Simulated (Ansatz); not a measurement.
Calculated with Ansatz (gas phase, PBE0-D4/def2-TZVP geometries, no zero-point term in ΔE). CBS: MP2 limit from def2 TZ/QZ plus the TZ coupled-cluster correction, frozen cores. This one scheme is used for every species. Functionals use def2-TZVPP. HSE06 is defined as in plane-wave codes. For Ge outer-core shells are correlated without core-valence functions, which leaves a few kJ/mol of doubt a bond. Scalar relativity is left out up to krypton.

Consider the ligand exchange at a Ge–F bond: `[F][GeH3]` + `[NH2][GeH3]` → `[GeH3][NH][GeH3]` + H–F.

| level | ΔE (kcal/mol) | difference from CCSD(T)/CBS |
| --- | --- | --- |
| revPBE-D4 | 11.4 | 2.0 |
| r2SCAN-D4 | 13.1 | 3.7 |
| r2SCAN0-D4 | 12.0 | 2.6 |
| CAM-B3LYP-D4 | 13.4 | 4.0 |
| ωB97M-V | 12.4 | 3.0 |
| PBE | 13.4 | 4.0 |
| HSE06 | 12.3 | 2.9 |
| MP2/def2-TZVPP | 9.0 | -0.4 |
| SCS-MP2/def2-TZVPP | 10.8 | 1.4 |
| CCSD(T)/def2-TZVPP | 9.9 | 0.5 |
| CCSD(T)/CBS | 9.4 | 0 |

Largest T1 diagnostic among the species: 0.012.

From BLYP to BHLYP (50 % exact exchange), in def2-TZVPP and without D4, ΔE moves by −1.6 kcal/mol. The D4 term adds −2.4 kcal/mol with B3LYP and −1.3 kcal/mol with PBE0; it sums over pairs of atoms, weighted by their polarisabilities, and B3LYP, whose exchange is more repulsive, gets the larger term. At CCSD(T), def2-SVP lies +2.2 kcal/mol from the extrapolated value and def2-TZVPP +0.5 kcal/mol.

B3LYP here is the variant with VWN-RPA as its local correlation; programs differ in this.
